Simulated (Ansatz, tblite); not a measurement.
Cost and result up the ladder for SiClMe3 (C₃H₉ClSi) (14 atoms). Total charge 0; singlet. Geometry: PBE-D4/def2-SVP.

```xyz
14

Si    0.2157   -0.2065    0.2818
Cl    1.3231   -1.2682    1.7287
C    -1.4734   -1.0261    0.1501
H    -1.3739   -2.0901   -0.1456
H    -2.0966   -0.5110   -0.6112
H    -2.0087   -0.9871    1.1203
C     1.1596   -0.3143   -1.3429
H     2.1695    0.1323   -1.2434
H     0.6166    0.2302   -2.1441
H     1.2796   -1.3696   -1.6610
C     0.0708    1.5736    0.8752
H     1.0720    2.0373    0.9839
H    -0.4398    1.6219    1.8582
H    -0.5146    2.1777    0.1501
```

Ansatz on 4 threads of Arm Neoverse V1 on a shared host; xTB runs through tblite on one thread. Times are rough, summed over both states, and most runs start from the orbitals of an earlier one. PBE0-D4/def2-TZVP serves as the yardstick here, not as an exact answer. The other state is a triplet.

The xTB rows come from tblite. HOMO above LUMO, or a gap near zero within one spin, warns that the state may not be the lowest or that an electron is smeared out.

Run but left out: PBE-D4/def2-TZVP (triplet: an occupied level 0.08 eV above an empty one).

xTB has no spin-polarisation term.

```csv
level,functions,wall time,vertical triplet (eV),difference from PBE0-D4/def2-TZVP (eV),remarks
GFN2-xTB,39,0.013 s,6.60,-1.11,–
GFN1-xTB,48,0.019 s,7.61,-0.10,–
PBE0-D4/def2-TZVP,221,22 s,7.71,0.00,–
r2SCAN-D4/def2-TZVP (with forces),221,35 s,7.54,-0.16,gap within one spin near zero (triplet)
```
